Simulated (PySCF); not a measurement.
Al(F)(Me)(vinyl) (C₃H₆AlF), SMILES C=[CH][Al]([CH3])[F]. Geometry: PBE-D3(BJ)/def2-SVP. The structure was generated by enumeration; whether it is a known compound was not checked. The values are those of a single conformer.

Problem. Give the equilibrium geometry at PBE-D3(BJ)/def2-SVP (PySCF confirms it by a frequency run) as Cartesian coordinates in Å. (The exact figures need the calculation; the answer reports its results.)

Solution. This is not unique; one that fits is 
```xyz
11

Al     0.1506     0.4162     0.1505
F      1.1704     1.7464    -0.0381
C     -1.0762     0.4098     1.6709
H     -1.7114    -0.4983     1.7139
H     -1.7491     1.2928     1.6367
H     -0.5161     0.4769     2.6276
C      0.2814    -1.0105    -1.1695
C     -0.5053    -2.1081    -1.0831
H      0.9916    -0.9693    -2.0180
H     -0.4611    -2.9390    -1.8122
H     -1.2446    -2.2384    -0.2707
```
Charge 0, spin multiplicity 1.
